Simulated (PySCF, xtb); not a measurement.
CH3Se, SMILES C[Se] (connectivity only; charge and spin as stated), charge -1, multiplicity 1.

The structure is a stationary point at PBE0-D3(BJ)/def2-TZVPD. The spin state was assumed, not searched. The isomer is the one that the SMILES or the coordinates give; other isomers of the formula were not compared.

The numbers are results of C-PCM-ωB97X/def2-SVPD in PySCF, not measurements.

The values are the electrostatic part of the solvation free energy, E(continuum) − E(gas) at the gas-phase geometry, in a cavity of scaled van der Waals radii (PySCF's table); cavitation and dispersion terms are not included. In vacuum the orbital gap is 7.86 eV.

```json
[
 {"solvent": "water", "ε": "78.36", "ΔG(elec) (kcal/mol)": "?", "gap (eV)": "?"},
 {"solvent": "dimethylsulfoxide", "ε": "46.83", "ΔG(elec) (kcal/mol)": "-63.1", "gap (eV)": "9.39"},
 {"solvent": "ethylethanoate", "ε": "5.99", "ΔG(elec) (kcal/mol)": "-53.4", "gap (eV)": "9.18"}
]
```

Problem. Some entries are withheld; supply them. (An estimate is asked for; the answer gives what the named calculation found.)

Solution. 
- water, ΔG(elec) (kcal/mol): -63.7
- water, gap (eV): 9.40

For comparison, GFN2-xTB/ALPB(water) (xtb, at the GFN2-xTB geometry, all terms of that model) gives -70.6 kcal/mol.
